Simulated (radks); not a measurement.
Results of a calculation; reference values are marked as such.
Problem. Radial electron density D(r) = 4 pi r^2 rho(r) of an atom or ion with 64 electrons. Level of theory: non-relativistic Kohn-Sham, r2SCAN, spin-polarised, spherical densities, point nucleus; meta-GGA in the generalised Kohn-Sham scheme (a radial shooting solver on a logarithmic mesh with Libxc functionals).

```
   r/bohr * D(r) (the largest magnitude, 111, reaches the edge; | marks zero)
 0.002013 |   *
 0.002343 |    *
  0.00275 |     *
 0.003201 |       *
 0.003757 |         *
 0.004373 |            *
 0.005132 |               *
 0.006023 |                   *
 0.007011 |                      *
 0.008228 |                           *
 0.009579 |                               *
  0.01124 |                                  *
  0.01319 |                                     *
  0.01536 |                                       *
  0.01802 |                                        *
  0.02098 |                                       *
  0.02462 |                                     *
  0.02889 |                                    *
  0.03363 |                                    *
  0.03947 |                                      *
  0.04595 |                                          *
  0.05392 |                                                *
  0.06277 |                                                    *
  0.07367 |                                                      *
  0.08645 |                                                    *
   0.1006 |                                               *
   0.1181 |                                           *
   0.1375 |                                          *
   0.1613 |                                             *
   0.1893 |                                                *
   0.2204 |                                             *
   0.2587 |                                     *
   0.3011 |                           *
   0.3534 |                    *
   0.4114 |                    *
   0.4828 |                       *
   0.5665 |                       *
   0.6595 |                   *
    0.774 |             *
    0.901 |        *
    1.057 |      *
    1.241 |    *
    1.445 |    *
    1.695 |  *
    1.973 | *
    2.316 |*
    2.718 |*
    3.164 |*
    3.713 |*
    4.322 *
    5.072 *
    5.905 *
    6.929 *
    8.132 *
    9.467 *
    11.11 *
    12.93 *
```

What is the nuclear charge?

Solution. Z = 64. The innermost maximum, from 1s, lies near 1/Z = 0.0156 bohr (found: 0.0175), and its height grows with Z. The density is that of neutral gadolinium in [Xe] 4f6 5d1 6s2 6p1; the configuration itself is not fixed sharply by these data, and Z only to a few units. D(r) has 4 maxima, at r = 0.0175, 0.0731, 0.192, 0.527 bohr, and minima at 0.0315, 0.130, 0.380 bohr, inside which lie 1.97, 11.38, 29.45 electrons.
